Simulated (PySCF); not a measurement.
## SnFCl + HF → SnHCl + F₂

Level: PBE0 in the def2-TZVP basis family, computed in PySCF with density fitting; scalar-relativistic core potentials for atoms from Rb on, none lighter, no spin–orbit coupling; open shells unrestricted.

| species | state and structure | ZPE (kJ/mol) | H(298 K) − H(0) (kJ/mol) | S° (J/(mol K)) |
| --- | --- | --- | --- | --- |
| SnFCl | singlet, Cs, Sn–Cl 2.360 Å, Sn–F 1.935 Å; Cl–Sn–F 96.9° | 6.6 | 12.9 | 299.8 |
| HF | singlet, C∞v, H–F 0.920 Å | 24.9 | 8.7 | 173.6 |
| SnHCl | singlet, Cs, Sn–Cl 2.370 Å, Sn–H 1.779 Å; Cl–Sn–H 93.3° | 15.9 | 11.3 | 273.8 |
| F₂ | singlet, D∞h, F–F 1.376 Å | 6.6 | 8.7 | 201.9 |

(1) Is the gas-phase reaction uphill or downhill in electronic energy at this level, and by how much?

(2) Add zero-point, thermal and entropy terms for 298.15 K and 1 bar.

Answers

(1) At PBE0/def2-TZVP, ΔE = 652.0 kJ/mol, uphill. 

(2) ΔZPE = -9.0 and Δ[H(298) − H(0)] = -1.6 kJ/mol give ΔH° = 641.4 kJ/mol. ΔS° = 2.3 J/(mol K), so ΔG° = 641.4 − 298.15 × (0.0023) = 641 kJ/mol.

Only the bonding shown was studied: isomers, or loss of a ligand pair, can lie lower.
